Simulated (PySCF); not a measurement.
Task: Give a GFN2-xTB geometry of `N[SiH][SiH2]C[SiH3]` [radical]. (Doublet state.)

Result: 
```xyz
15
CH10NSi3 angstrom
N      2.8240   -0.7440    0.4337
Si     2.3355    0.2685   -0.8920
Si     0.2252    1.0681   -0.5364
C     -0.8764   -0.4699   -0.2659
Si    -2.7417   -0.1500   -0.2388
H      2.2254   -1.4985    0.7282
H      3.7884   -1.0094    0.5455
H      3.5024    1.1646   -0.9779
H     -0.1546    2.0155    0.5324
H     -0.1877    1.7299   -1.7864
H     -0.6591   -1.1986   -1.0485
H     -0.5888   -0.9444    0.6741
H     -3.4530   -1.4084    0.0168
H     -3.1654    0.3832   -1.5349
H     -3.0789    0.8014    0.8226
```

Orientation and origin are arbitrary. Atoms count from 1 in this order. Si3 (silicon bonded to C, Si and 2 H) has angles from 104.7° to 125.1°. Si2 (silicon bonded to N, Si and H) is pyramidal (angles 121.8°, 110.2° and 100.1°, sum 332.2°, 0.55 Å off the plane of its three neighbours). Si5 (silicon bonded to C and 3 H) is tetrahedral (angles from 108.6° to 110.3°). N1 (nitrogen bonded to Si and 2 H) has angles 120.5°, 119.5° and 109.8°, sum 349.8°, 0.22 Å off the plane of its three neighbours.

Bonds between heavy atoms (Å): N1–Si2 1.738, Si2–Si3 2.285, Si3–C4 1.911, C4–Si5 1.893.

The geometry is computed with GFN2-xTB (gas phase). This method treats the open shell by occupation alone, without spin polarisation.

Point group: C1 (no symmetry element, even within 0.4 Å). Whether it is a minimum is left open (no frequencies). Torsions: H–N1–Si2–Si3 52° and -166°, N1–Si2–Si3–C4 -56°, Si2–Si3–C4–Si5 -170°.

One conformer stands for the species.
